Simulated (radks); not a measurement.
Problem. All-electron atom: Os in [Xe] 4f14 5d6 6s2 (the NIST ground configuration). Method: Dirac Kohn-Sham, PW91, spin-unpolarised, spherical densities, finite nucleus; open shells fill j = l - 1/2 first; Fermi nuclear charge, rms radius 5.4126 fm; computed with a radial shooting solver on a logarithmic mesh with Libxc functionals. Some entries of the table are withheld. Estimate them.

| orbital | occ. | eigenvalue (hartree) | <r^2> (bohr^2) |
|---|---|---|---|
| 1s1/2 | 2 | -2709.931 | (1) |
| 2s1/2 | 2 | -471.6371 | 0.006585 |
| 2p1/2 | 2 | -451.6820 | 0.004684 |
| 2p3/2 | 4 | -395.3984 | 0.005879 |
| 3s1/2 | 2 | (2) | 0.04290 |
| 3p1/2 | 2 | -100.7818 | (3) |
| 3p3/2 | 4 | -88.50843 | (4) |
| 3d3/2 | 4 | -73.46031 | 0.03533 |
| 3d5/2 | 6 | -70.80158 | 0.03711 |
| 4s1/2 | 2 | -23.14262 | 0.2106 |
| 4p1/2 | 2 | -19.37997 | 0.2162 |
| 4p3/2 | 4 | -16.49622 | 0.2505 |
| 4d3/2 | 4 | -10.31148 | 0.2697 |
| 4d5/2 | 6 | -9.77735 | 0.2823 |
| 5s1/2 | 2 | -3.34511 | 1.140 |
| 5p1/2 | 2 | -2.18495 | 1.371 |
| 4f5/2 | 6 | -1.95094 | 0.3767 |
| 4f7/2 | 8 | -1.84782 | 0.3883 |
| 5p3/2 | 4 | -1.73550 | 1.638 |
| 5d3/2 | 4 | -0.24870 | (5) |
| 6s1/2 | 2 | (6) | 10.25 |
| 5d5/2 | 2 | -0.21061 | (7) |

Solution. 
(1) 1s1/2 <r^2> (bohr^2): 0.0004336
(2) 3s1/2 eigenvalue (hartree): -109.7367
(3) 3p1/2 <r^2> (bohr^2): 0.03925
(4) 3p3/2 <r^2> (bohr^2): 0.04577
(5) 5d3/2 <r^2> (bohr^2): 3.826
(6) 6s1/2 eigenvalue (hartree): -0.22600
(7) 5d5/2 <r^2> (bohr^2): 4.231
